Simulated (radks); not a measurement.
Q: The mean radii <r> (bohr) of the occupied orbitals of an atom or ion are listed with their occupations. Calculated with a radial shooting solver on a logarithmic mesh with Libxc functionals: scalar-relativistic Kohn-Sham, r2SCAN, spin-polarised, spherical densities, finite nucleus; meta-GGA in the generalised Kohn-Sham scheme; Fermi nuclear charge, rms radius of each element as measured or else 0.836 A^(1/3) + 0.57 fm.

| orbital | occ. | <r> |
|---|---|---|
| 1s | 2 | 0.01632 |
| 2s | 2 | 0.06874 |
| 2p | 6 | 0.06235 |
| 3s | 2 | 0.1774 |
| 3p | 6 | 0.1791 |
| 3d | 10 | 0.1624 |
| 4s | 2 | 0.3911 |
| 4p | 6 | 0.4164 |
| 4d | 10 | 0.4377 |
| 5s | 2 | 0.8376 |
| 4f | 14 | 0.4588 |
| 5p | 6 | 0.9220 |

Name the element and its charge. Open shells, if any, are filled with parallel spins first.

A: Z = 81, thallium, charge +13: Tl13+ in [Xe] 4f14. The 1s radius gives Z: for a bare nucleus <r> = (2 gamma + 1)/(2Z) with gamma = sqrt(1 - (Z/c)^2), 0.01613 bohr for Z = 81, and screening makes it slightly larger (0.01632 here). The occupations add up to 68, and the charge is Z minus that.
